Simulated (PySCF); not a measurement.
# Simulated characterisation data

- GFN2-xTB structure
- σ from GIAO-PBE0/pcSseg-1
- code: PySCF
- averaged over atoms made equivalent by symmetry, fast rotation or ring inversion, one conformer, no solvent model, relativity neglected

Referencing at the same level of theory: $^{1}$H, $^{13}$C vs TMS. Splittings of carbon signals by F and P are missing where no couplings were computed. Where no couplings were computed, multiplicities follow the n + 1 count of equivalent neighbours, and m marks all less simple cases (inequivalent or close neighbours, rings, F or P nearby). Shifts are as computed. Against solution values, carbons near 30 ppm lie about +3 ppm off and those near 130 ppm about +5 ppm. Of 1211 compounds with measured shifts, 218 miss one by over three times the rms of a fit or turn the order of signals round; such compounds aren't used in these exercises.

**1.** `C=CCn1nccc1C(F)(F)F`, C7H7F3N2. $^{1}$H NMR (600 MHz, computed): δ 7.56 (m, 1H), 6.91 (m, 1H), 6.10 (m, 1H), 5.90 (m, 1H), 5.67 (m, 1H), 5.10 (d, 2H). $^{13}$C{$^{1}$H} NMR (computed): δ 142.2 (CH), 140.4 (CH), 136.8 (C), 130.5 (C), 128.5 (CH2), 116.9 (CH), 59.1 (CH2).

**2.** `C=CO/C(F)=C\OC=O`, C5H5FO3. $^{1}$H NMR (600 MHz, computed): δ 8.06 (s, 1H), 7.61 (m, 1H), 7.22 (m, 1H), 5.20 (m, 1H), 4.83 (m, 1H). $^{13}$C{$^{1}$H} NMR (computed): δ 162.3, 160.6, 148.0, 106.1, 101.6.

**3.** `InChI=1S/C2H11NO2Si3/c1-3-7-8(4-2)5-6/h8H,1,7H2,2,6H3/t8-/m0/s1`. $^{1}$H NMR (600 MHz, computed): δ 8.77 (m, 1H), 8.70 (m, 1H), 5.46 (m, 1H), 5.23 (m, 1H), 5.18 (m, 1H), 5.12 (s, 3H), 3.91 (s, 3H). $^{13}$C{$^{1}$H} NMR (computed): δ 172.2 (CH2), 53.0 (CH3).
